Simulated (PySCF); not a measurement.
## A search over the determinants of GaCl

Unrestricted PBE0; basis Ga cc-pVTZ-PP with ECP10, Cl cc-pV(T+d)Z; scalar-relativistic core potentials; PySCF 2.14. Outer shells of the fragments: Ga 3d10 4s2 4p1; Cl 3s2 3p5.

Followed along the bond (rough minima from three points):

```csv
2Ms+1,unpaired,⟨S²⟩ at the start,R at minimum (Å),Te (eV)
1,none,0.00,2.22,0.00
3,"σ ↑, π ↑",2.00,2.17,3.57
```

Solutions found at the starting distance of 2.175 Å, counted from the lowest of them; the search is not exhaustive and high or unbound solutions are not listed, so other states can lie among these:

| 2Ms+1 | unpaired | term | E (eV) | ⟨S²⟩ | ⟨Lz²⟩ | μ (D) |
| --- | --- | --- | --- | --- | --- | --- |
| 1 | none | ¹Σ⁺ | 0.00 | 0.00 | 0.00 | -2.20 |
| 3 | σ ↑, π ↑ | ³Π | 3.56 | 2.00 | 1.00 | -1.59 |
| 1 | σ ↓, π ↑ | mixed | 4.12 | 1.01 | 1.01 | -1.15 |
| 3 | σ ↑↑ | ³Σ⁺ | 5.97 | 2.00 | 0.00 | 0.17 |
| 3 | π ↑↑ | mixed | 6.01 | 2.01 | 2.02 | 3.17 |
| 3 | π ↑↑ | mixed | 6.20 | 2.01 | 2.02 | 3.28 |

A term symbol is given only where ⟨S²⟩ and ⟨Lz²⟩ are close to those of a pure state; real π, δ and φ orbitals otherwise mix terms. A positive dipole means Ga(−)Cl(+).

Counting both spins, an empty level lies below a filled one in some of these solutions, because spin and occupation are held.
